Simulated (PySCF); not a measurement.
Computed properties of H6OSiSn, SMILES [SiH3][O][SnH3]

H6OSiSn, SMILES [SnH3][O][SiH3]. Geometry: PBE0-D3(BJ)/def2-SVP. The def2 effective core potentials stand for the cores of Sn; spin–orbit coupling is left out. One conformer was computed; it need not be the lowest. All values are computed for the isolated molecule unless a solvent is named; none is compared with measurement here.

**Structure.** The optimised structure has Cs symmetry. All 21 harmonic modes at PBE0-D3(BJ)/def2-SVP (PySCF) are real, so it is a minimum. With heavy atoms numbered as in [SnH3:1][O:2][SiH3:3], the shortest bond between them is O2–Si3 at 1.648 Å and the longest Sn1–O2 at 1.987 Å.

**Vibrations.** The strongest infrared lines (harmonic, unscaled, degenerate partners summed) lie at 1001 cm⁻¹ (372 km/mol, H 87 %, Si 12 %), 1005 cm⁻¹ (267 km/mol, O 74 %, Si 17 %, H 8 %), 710 cm⁻¹ (192 km/mol, H 95 %). The softest mode is at 29 cm⁻¹ and the zero-point energy is 31.0 kcal/mol.

**Electronic structure.** B3LYP/def2-TZVPD (PySCF) places the frontier levels at -8.02 and -1.13 eV, a gap of 6.89 eV, and gives a dipole moment of 2.08 D and a mean polarisability of 72.7 bohr³.

**Excitations.** TDA-M06-2X/def2-SVPD (PySCF) has S1 at 6.49 eV (191 nm, f = 0.002, dark); the most intense of the 10 singlets computed lies at 7.95 eV (f = 0.16). T1 (TDA) is at 6.15 eV, 0.34 eV under S1. No vertical singlet excitation falls in the visible range (under 3.1 eV).
